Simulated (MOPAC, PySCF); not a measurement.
H$_{4}$O$_{2}$Si$_{2}$, SMILES `O=[SiH][SiH2]O` (O–Si–Si–O torsion 180°, Si–Si–O–H torsion 180°), neutral singlet in the gas phase. 

Cartesian coordinates (Å):
```xyz
8

O      2.7865     0.7293    -0.1444
Si     1.6357    -0.2713    -0.0398
Si    -0.6043     0.4531    -0.0068
O     -1.5165    -0.9184     0.1064
H      1.8597    -1.7491     0.0461
H     -0.8030     1.3670     1.1512
H     -0.8844     1.2242    -1.2486
H     -2.4738    -0.8349     0.1359
```
Charge 0, spin multiplicity 1.

All levels are single points at this geometry (r2SCAN-D4/def2-TZVP); Pople sets use spherical d functions. Orbital energies aren't observables, and empty levels follow the basis.

```tsv
level	HOMO (eV)	LUMO (eV)	gap (eV)	dipole (D)	vertical IE, Delta-SCF (eV)
PBE-D3(BJ)/def2-TZVP in PySCF	-6.26	-3.18	3.08	4.60	9.49
r2SCAN-D4/def2-TZVP in PySCF	-6.54	-3.05	3.48	4.76	9.58
B3LYP/6-31G* in PySCF	-7.16	-2.09	5.07	4.64	9.54
HF/6-31G* in PySCF	-10.76	1.28	12.03	5.40	8.17
HF/STO-3G in PySCF	-7.15	7.26	14.41	2.75	–
PM3 in MOPAC	-8.51	-1.07	7.44	2.79	–
```
